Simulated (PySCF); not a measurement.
B3LYP has the VWN-RPA correlation part, as in Gaussian. 

Z-matrix (Å, degrees):
```
C
H 1 1.0948
H 1 1.0948 2 104.98
H 1 1.0957 2 110.47 3 -119.09
C 1 1.4894 2 107.47 3 114.19
O 5 1.3176 1 107.96 2 123.80
H 6 0.9680 5 108.34 1 179.99
```
Charge 0, multiplicity 1.

**Question.** Estimate the LUMO, total energy, dipole moment, HOMO and HOMO–LUMO gap that B3LYP-D3(BJ)/def2-TZVP (PySCF 2.14.0) returns for this input.

**Answer.** 
```
Item                 Result
-------------  ------------
LUMO               -1.18 eV
total energy   -153.8209 Ha
dipole moment        1.07 D
HOMO               -5.88 eV
HOMO–LUMO gap       4.69 eV
```
